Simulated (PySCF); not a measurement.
**CaC at ROHF-CCSD(T)**

Level: ROHF-CCSD(T). basis Ca x2c-TZVPPall, C x2c-TZVPPall; spin-free X2C with a Gaussian nucleus; PySCF 2.14.

* state: triplet, unpaired electrons π ↑↑
* bond length: 0.2327 nm
* harmonic wavenumber: 478 cm⁻¹
* force constant: 1.24 mdyn/Å
* rotational constant Be: 0.3374 cm⁻¹
* anharmonicity ωexe: 3.03 cm⁻¹
* vibration–rotation constant αe: 0.00283 cm⁻¹
* well depth De to Ca + C: 1.86 eV
* dissociation energy D0: 1.83 eV

Correlated steps freeze 6 core orbitals. The CCSD T1 diagnostic is raised, a sign that a single reference may not be enough here. The state is the lowest determinant that a PBE0 search found; another state may lie lower at other levels.
